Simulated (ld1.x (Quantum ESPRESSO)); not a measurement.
# How hard is this gallium (Ga) RRKJ potential?

- Element: Ga (Z = 31)
- Generator: ld1.x (Quantum ESPRESSO) 7.5
- Type: norm-conserving RRKJ (Kleinman–Bylander form)
- Functional: BP86
- Relativity: scalar-relativistic
- Frozen core: [Ar] 3d10
- Valence charge: 3
- Reference configuration: 4s2 4p1
- Partial waves: 4p (bound): rc 2.10 bohr; 4d channel at -0.1 Ry: rc 2.00 bohr; 4s (bound): rc 1.50 bohr
- Local potential: the s channel
- Core correction: none

The pseudo-atom Hamiltonian at the reference potential is diagonalised in spherical Bessel functions j_l(qr) that vanish at 20 bohr, with q² up to the cutoff. All-electron valence levels (Ry): 4p -0.1997, 4s -0.6695.

Problem. How do the lowest levels (Ry) of each channel move with the cutoff, and are there ghosts?

Solution.

```csv
cutoff (Ry),p #1,p #2,d #1,d #2,s #1,f #1,Σ f·Δε (mRy)
8,-0.1878,0.0241,0.0463,0.1280,-0.6446,0.0969,61.7
15,-0.1962,0.0232,0.0462,0.1277,-0.6610,0.0969,20.5
25,-0.1994,0.0230,0.0373,0.0898,-0.6645,0.0969,10.2
40,-0.1997,0.0229,-2.9070,0.0470,-0.6687,0.0969,1.6
55,-0.1997,0.0229,-2.9401,0.0470,-0.6690,0.0969,1.1
80,-0.1997,0.0229,-2.9579,0.0470,-0.6694,0.0969,0.2
400,-0.1997,0.0229,-2.9608,0.0470,-0.6695,0.0969,0.0
```

Result: ghost state, extra bound levels that the all-electron valence spectrum of the same l lacks: d at -40.3 eV (a true bound ghost makes a file unfit for plane-wave use); 10 mRy is reached at 30 Ry and 1 mRy at 60 Ry.
